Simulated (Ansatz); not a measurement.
Born–Oppenheimer molecular dynamics of a periodic cell of 24 atoms, Si₁₆H₆CO (surface Si(111), partly H-covered, underside capped with H, adsorbate CO, incident energy 20 eV, 40° from the normal). It starts from an unrelaxed structure (largest force component 3.64 eV/Å).

All numbers below come from Ansatz, DFT LDA, scalar-relativistic, plane waves, PAW. Settings: accuracy low, PAW set soft_1, cutoff 420 eV, k mesh 2x2x1, fermi-dirac smearing 0.05 eV, no spin polarisation.

```yaml
ensemble: NVE (velocity Verlet)
time_step: 0.5 fs
steps_asked: 160
starting_velocities: zero, but for any typed in the input
atoms_held: 1 to 8
seed: 940105
```

Frames 2.5 fs apart, positions in Å, forces in eV/Å.

Velocities at 25.0 fs (Å/ps):

```
H 0.00 0.00 0.00
H 0.00 0.00 0.00
H 0.00 0.00 0.00
H 0.00 0.00 0.00
Si 0.00 0.00 0.00
Si 0.00 0.00 0.00
Si 0.00 0.00 0.00
Si 0.00 0.00 0.00
Si 0.11 0.17 -0.45
Si -0.12 0.08 -0.48
Si -0.01 0.80 -0.64
Si 0.02 0.17 -0.95
Si 0.18 -0.53 -0.34
Si -0.07 -0.50 0.09
Si -0.07 0.69 2.06
Si 0.15 0.34 1.29
Si -1.41 0.82 -3.25
Si 1.22 0.50 -3.85
Si 0.04 -0.10 -1.82
Si -0.02 -0.15 -1.85
H -0.46 -0.55 -9.78
H -1.54 14.26 -12.74
C 75.51 -8.58 -96.51
O 75.52 0.84 -88.22
```

```xyz
24
Lattice="7.6792 0.0000 0.0000 3.8396 6.6504 0.0000 0.0000 0.0000 19.8688" Properties=species:S:1:pos:R:3:forces:R:3 time_fs=25.0 energy_less_start_eV=-0.665 T=9992
H 1.920 1.108 1.000 0.00 -0.01 -0.07
H 5.759 1.108 1.000 0.00 -0.01 -0.05
H 3.840 4.434 1.000 0.01 0.04 -0.08
H 7.679 4.434 1.000 0.01 0.05 -0.08
Si 1.920 1.108 2.500 -0.02 0.04 0.37
Si 5.759 1.108 2.500 0.00 0.11 0.42
Si 3.840 4.434 2.500 0.01 -0.01 0.38
Si 7.679 4.434 2.500 -0.01 -0.05 0.39
Si 0.001 2.218 3.273 0.03 0.11 0.11
Si 3.838 2.216 3.273 -0.03 0.06 0.08
Si 1.918 5.553 3.268 0.05 -0.05 0.20
Si 5.761 5.544 3.267 -0.03 0.05 0.06
Si 0.000 2.206 5.647 0.17 0.13 -0.81
Si 3.840 2.209 5.649 -0.04 0.00 -0.37
Si 1.922 5.554 5.678 -0.18 -0.09 -0.56
Si 5.757 5.550 5.663 0.31 -0.11 -0.20
Si -0.006 0.000 6.364 -0.59 0.54 0.06
Si 3.845 -0.001 6.360 0.39 0.22 -0.28
Si 1.919 3.324 6.383 0.07 -0.01 0.71
Si 5.760 3.325 6.383 -0.07 -0.08 0.76
H 1.924 3.331 7.943 -0.01 -0.02 -0.76
H 5.757 3.410 7.934 -0.06 0.12 -0.78
C 6.332 1.080 7.862 -0.11 -1.34 -3.06
O 6.318 1.131 8.978 0.11 0.32 3.56
24
Lattice="7.6792 0.0000 0.0000 3.8396 6.6504 0.0000 0.0000 0.0000 19.8688" Properties=species:S:1:pos:R:3:forces:R:3 time_fs=27.5 energy_less_start_eV=-0.617 T=9968
H 1.920 1.108 1.000 0.00 0.00 -0.07
H 5.759 1.108 1.000 0.00 -0.01 -0.05
H 3.840 4.434 1.000 0.01 0.02 -0.09
H 7.679 4.434 1.000 -0.02 0.05 -0.09
Si 1.920 1.108 2.500 -0.01 0.03 0.37
Si 5.759 1.108 2.500 -0.01 0.12 0.40
Si 3.840 4.434 2.500 -0.03 0.02 0.36
Si 7.679 4.434 2.500 0.05 -0.04 0.38
Si 0.001 2.218 3.272 -0.01 0.18 0.08
Si 3.838 2.216 3.272 -0.01 0.03 0.08
Si 1.918 5.555 3.266 -0.01 -0.15 0.25
Si 5.761 5.545 3.265 -0.05 0.10 0.10
Si 0.001 2.205 5.645 0.19 0.33 -1.10
Si 3.840 2.208 5.649 -0.01 0.03 -0.39
Si 1.922 5.556 5.682 -0.25 -0.13 -0.92
Si 5.758 5.551 5.666 0.49 -0.25 -0.21
Si -0.011 0.003 6.356 -0.53 0.46 -0.26
Si 3.848 0.000 6.350 0.26 0.17 -0.32
Si 1.919 3.324 6.379 0.11 -0.02 0.28
Si 5.760 3.325 6.379 -0.10 -0.11 0.26
H 1.922 3.329 7.899 -0.01 -0.03 -0.23
H 5.752 3.449 7.883 -0.05 0.04 -0.15
C 6.520 1.055 7.615 0.05 -1.43 0.15
O 6.507 1.133 8.763 -0.07 0.59 1.19
24
Lattice="7.6792 0.0000 0.0000 3.8396 6.6504 0.0000 0.0000 0.0000 19.8688" Properties=species:S:1:pos:R:3:forces:R:3 time_fs=30.0 energy_less_start_eV=0.007 T=9664
H 1.920 1.108 1.000 -0.01 0.01 -0.06
H 5.759 1.108 1.000 0.01 0.00 -0.05
H 3.840 4.434 1.000 0.01 -0.02 -0.12
H 7.679 4.434 1.000 -0.06 0.04 -0.09
Si 1.920 1.108 2.500 0.02 0.01 0.39
Si 5.759 1.108 2.500 -0.02 0.11 0.39
Si 3.840 4.434 2.500 -0.07 0.06 0.32
Si 7.679 4.434 2.500 0.12 0.02 0.40
Si 0.001 2.219 3.271 -0.08 0.20 -0.01
Si 3.838 2.216 3.271 0.02 0.00 0.06
Si 1.918 5.556 3.266 -0.08 -0.26 0.33
Si 5.761 5.546 3.263 -0.15 0.14 0.18
Si 0.002 2.205 5.641 0.04 0.64 -1.16
Si 3.839 2.207 5.648 0.07 0.02 -0.34
Si 1.921 5.557 5.685 -0.34 -0.18 -1.31
Si 5.759 5.551 5.669 0.61 -0.43 -0.23
Si -0.016 0.006 6.347 1.17 -1.53 -2.61
Si 3.852 0.002 6.339 -0.06 0.11 -0.19
Si 1.920 3.324 6.375 0.19 -0.04 -0.46
Si 5.760 3.324 6.375 -0.12 0.00 -0.67
H 1.920 3.325 7.844 -0.01 -0.03 0.62
H 5.743 3.490 7.825 0.02 -0.06 0.74
C 6.709 1.023 7.370 -0.57 0.12 4.20
O 6.695 1.139 8.553 -0.70 1.07 -0.32
24
Lattice="7.6792 0.0000 0.0000 3.8396 6.6504 0.0000 0.0000 0.0000 19.8688" Properties=species:S:1:pos:R:3:forces:R:3 time_fs=32.5 energy_less_start_eV=2.164 T=8620
H 1.920 1.108 1.000 -0.02 0.03 -0.06
H 5.759 1.108 1.000 0.01 0.01 -0.05
H 3.840 4.434 1.000 0.00 -0.02 -0.13
H 7.679 4.434 1.000 -0.07 0.02 -0.09
Si 1.920 1.108 2.500 0.05 0.00 0.41
Si 5.759 1.108 2.500 -0.04 0.11 0.40
Si 3.840 4.434 2.500 -0.08 0.06 0.30
Si 7.679 4.434 2.500 0.13 0.10 0.42
Si 0.002 2.220 3.270 -0.14 0.09 -0.08
Si 3.838 2.217 3.270 0.05 0.02 0.07
Si 1.918 5.557 3.265 -0.08 -0.29 0.35
Si 5.760 5.547 3.261 -0.22 0.12 0.29
Si 0.003 2.206 5.634 0.01 1.08 -1.23
Si 3.839 2.205 5.646 0.11 0.02 -0.33
Si 1.919 5.558 5.684 -0.45 -0.31 -1.49
Si 5.763 5.550 5.671 0.64 -0.39 -0.38
Si -0.018 0.005 6.332 6.80 -9.46 -9.38
Si 3.856 0.004 6.328 -0.24 0.08 0.01
Si 1.921 3.323 6.371 0.22 -0.05 -0.73
Si 5.759 3.323 6.371 -0.17 0.19 -0.90
H 1.918 3.320 7.823 -0.02 -0.03 0.93
H 5.736 3.527 7.808 0.08 -0.16 0.91
C 6.893 0.994 7.146 -5.24 6.99 10.13
O 6.881 1.148 8.342 -1.31 1.81 0.64
24
Lattice="7.6792 0.0000 0.0000 3.8396 6.6504 0.0000 0.0000 0.0000 19.8688" Properties=species:S:1:pos:R:3:forces:R:3 time_fs=35.0 energy_less_start_eV=5.127 T=7194
H 1.920 1.108 1.000 -0.03 0.04 -0.05
H 5.759 1.108 1.000 0.01 0.00 -0.05
H 3.840 4.434 1.000 -0.01 -0.02 -0.13
H 7.679 4.434 1.000 -0.07 0.01 -0.09
Si 1.920 1.108 2.500 0.05 0.00 0.42
Si 5.759 1.108 2.500 -0.05 0.10 0.41
Si 3.840 4.434 2.500 -0.09 0.06 0.31
Si 7.679 4.434 2.500 0.12 0.15 0.42
Si 0.001 2.222 3.269 -0.15 0.00 -0.14
Si 3.837 2.217 3.269 0.05 0.03 0.07
Si 1.917 5.558 3.266 -0.08 -0.31 0.31
Si 5.759 5.548 3.260 -0.20 0.08 0.31
Si 0.004 2.209 5.625 0.25 1.90 -1.88
Si 3.839 2.204 5.644 0.11 0.02 -0.35
Si 1.917 5.559 5.681 -0.46 -0.48 -1.54
Si 5.767 5.549 5.672 0.74 -0.36 -0.55
Si -0.005 -0.017 6.296 11.62 -20.37 -15.65
Si 3.859 0.007 6.317 -0.25 0.09 0.13
Si 1.922 3.323 6.366 0.21 -0.03 -0.12
Si 5.758 3.323 6.364 -0.23 0.43 -0.21
H 1.914 3.312 7.853 -0.04 -0.03 0.27
H 5.734 3.554 7.840 0.12 -0.32 0.16
C 7.050 1.002 6.972 -10.19 15.90 12.43
O 7.062 1.164 8.135 -1.45 3.09 5.52
24
Lattice="7.6792 0.0000 0.0000 3.8396 6.6504 0.0000 0.0000 0.0000 19.8688" Properties=species:S:1:pos:R:3:forces:R:3 time_fs=37.5 energy_less_start_eV=5.212 T=7149
H 1.920 1.108 1.000 -0.03 0.04 -0.06
H 5.759 1.108 1.000 0.02 0.00 -0.05
H 3.840 4.434 1.000 -0.01 -0.01 -0.12
H 7.679 4.434 1.000 -0.05 0.00 -0.09
Si 1.920 1.108 2.500 0.05 0.00 0.45
Si 5.759 1.108 2.500 -0.05 0.11 0.42
Si 3.840 4.434 2.500 -0.08 0.07 0.34
Si 7.679 4.434 2.500 0.05 0.18 0.44
Si 0.001 2.224 3.268 -0.15 -0.12 -0.19
Si 3.837 2.218 3.269 0.06 0.01 0.04
Si 1.917 5.558 3.267 -0.09 -0.28 0.18
Si 5.758 5.549 3.259 -0.16 0.06 0.31
Si 0.006 2.217 5.611 0.92 3.54 -3.44
Si 3.840 2.203 5.641 0.03 0.09 -0.37
Si 1.913 5.558 5.674 -0.32 -0.68 -1.34
Si 5.773 5.546 5.672 0.99 -0.47 -0.62
Si 0.031 -0.080 6.229 6.98 -17.51 -11.31
Si 3.862 0.009 6.306 -0.26 0.05 0.15
Si 1.924 3.322 6.360 0.11 0.02 0.55
Si 5.757 3.324 6.357 -0.27 0.79 0.43
H 1.908 3.303 7.898 -0.05 -0.01 -0.52
H 5.739 3.563 7.882 0.11 -0.42 -0.55
C 7.160 1.083 6.853 -7.74 10.86 -0.15
O 7.239 1.192 7.950 -0.07 3.68 15.47
24
Lattice="7.6792 0.0000 0.0000 3.8396 6.6504 0.0000 0.0000 0.0000 19.8688" Properties=species:S:1:pos:R:3:forces:R:3 time_fs=40.0 energy_less_start_eV=4.105 T=7682
H 1.920 1.108 1.000 -0.05 0.03 -0.05
H 5.759 1.108 1.000 0.03 0.00 -0.05
H 3.840 4.434 1.000 0.01 0.01 -0.12
H 7.679 4.434 1.000 -0.02 -0.06 -0.08
Si 1.920 1.108 2.500 0.11 0.00 0.49
Si 5.759 1.108 2.500 -0.10 0.10 0.40
Si 3.840 4.434 2.500 -0.11 0.04 0.27
Si 7.679 4.434 2.500 -0.01 0.30 0.53
Si 0.000 2.225 3.266 -0.18 -0.40 -0.33
Si 3.837 2.218 3.268 0.05 0.10 0.07
Si 1.916 5.557 3.269 0.14 -0.22 0.12
Si 5.756 5.551 3.260 -0.19 -0.01 0.26
Si 0.010 2.232 5.590 2.38 6.68 -6.75
Si 3.840 2.203 5.636 0.00 0.04 -0.52
Si 1.909 5.556 5.664 -0.19 -0.84 -0.93
Si 5.782 5.543 5.670 2.08 -0.62 -1.03
Si 0.082 -0.180 6.138 0.37 -7.33 -4.04
Si 3.865 0.012 6.296 -0.17 0.07 0.48
Si 1.926 3.322 6.355 0.08 0.24 0.73
Si 5.755 3.326 6.351 -0.51 0.83 0.70
H 1.900 3.293 7.915 -0.06 -0.01 -0.81
H 5.750 3.546 7.894 0.11 -0.42 -0.75
C 7.230 1.217 6.737 -5.51 0.65 -5.39
O 7.415 1.232 7.821 1.73 0.83 16.80
24
Lattice="7.6792 0.0000 0.0000 3.8396 6.6504 0.0000 0.0000 0.0000 19.8688" Properties=species:S:1:pos:R:3:forces:R:3 time_fs=42.5 energy_less_start_eV=4.385 T=7546
H 1.920 1.108 1.000 -0.06 0.01 -0.05
H 5.759 1.108 1.000 0.03 -0.01 -0.06
H 3.840 4.434 1.000 0.02 0.01 -0.13
H 7.679 4.434 1.000 0.00 -0.07 -0.06
Si 1.920 1.108 2.500 0.15 0.04 0.50
Si 5.759 1.108 2.500 -0.14 0.09 0.38
Si 3.840 4.434 2.500 -0.14 0.03 0.18
Si 7.679 4.434 2.500 -0.01 0.27 0.58
Si -0.001 2.225 3.264 -0.21 -0.45 -0.60
Si 3.837 2.219 3.268 0.06 0.13 0.07
Si 1.916 5.555 3.271 0.33 -0.15 0.04
Si 5.754 5.552 3.260 -0.27 -0.07 0.18
Si 0.019 2.263 5.553 5.13 12.45 -13.55
Si 3.841 2.202 5.631 -0.02 0.03 -0.57
Si 1.904 5.551 5.653 -0.08 -0.83 -0.59
Si 5.795 5.538 5.667 3.97 -1.14 -1.41
Si 0.134 -0.296 6.038 -3.83 -0.31 -0.26
Si 3.866 0.014 6.287 -0.08 0.12 0.70
Si 1.928 3.322 6.352 0.20 0.41 0.44
Si 5.751 3.330 6.346 -0.63 0.48 0.47
H 1.887 3.282 7.886 -0.05 0.00 -0.53
H 5.768 3.505 7.864 0.10 -0.30 -0.39
C 7.273 1.354 6.603 -4.88 -9.57 9.07
O 7.596 1.276 7.751 0.43 -1.19 5.57
24
Lattice="7.6792 0.0000 0.0000 3.8396 6.6504 0.0000 0.0000 0.0000 19.8688" Properties=species:S:1:pos:R:3:forces:R:3 time_fs=45.0 energy_less_start_eV=5.471 T=7026
H 1.920 1.108 1.000 -0.07 0.00 -0.04
H 5.759 1.108 1.000 0.03 -0.01 -0.05
H 3.840 4.434 1.000 0.02 0.01 -0.13
H 7.679 4.434 1.000 0.00 -0.02 -0.07
Si 1.920 1.108 2.500 0.16 0.07 0.52
Si 5.759 1.108 2.500 -0.16 0.07 0.37
Si 3.840 4.434 2.500 -0.16 0.03 0.15
Si 7.679 4.434 2.500 -0.01 0.20 0.48
Si -0.003 2.225 3.260 -0.24 -0.28 -1.22
Si 3.838 2.220 3.268 0.06 0.10 0.02
Si 1.916 5.554 3.273 0.33 -0.14 -0.07
Si 5.752 5.554 3.261 -0.23 -0.14 0.12
Si 0.039 2.319 5.489 6.48 14.37 -15.87
Si 3.841 2.201 5.625 -0.06 0.17 -0.55
Si 1.899 5.546 5.640 -0.03 -0.79 -0.43
Si 5.816 5.531 5.660 5.92 -1.61 -1.60
Si 0.177 -0.413 5.937 -6.27 2.93 0.91
Si 3.868 0.017 6.279 0.06 0.15 0.75
Si 1.930 3.322 6.349 0.36 0.50 -0.35
Si 5.747 3.335 6.343 -0.51 -0.17 -0.19
H 1.872 3.271 7.829 -0.08 0.00 0.27
H 5.792 3.447 7.813 0.10 -0.12 0.40
C 7.290 1.445 6.511 -4.27 -14.35 17.27
O 7.779 1.316 7.704 -1.44 -0.96 -0.70
```

Of the whole run (80 fs, mean temperature of the second half 7257 K): The conserved energy stayed within 0.49 meV per atom of its start (net change -0.098 meV per atom), so the integration is sound. A run of 0.08 ps of so small a system gives no equilibrium averages. Limits of this set-up: coarse k mesh, slab without dipole correction, no dispersion correction for a molecule that may bind weakly, PAW files made for another functional, low accuracy level.

Run time: 28 min on 1 thread of Arm Neoverse V1, on a shared host, peak memory 1 GiB.
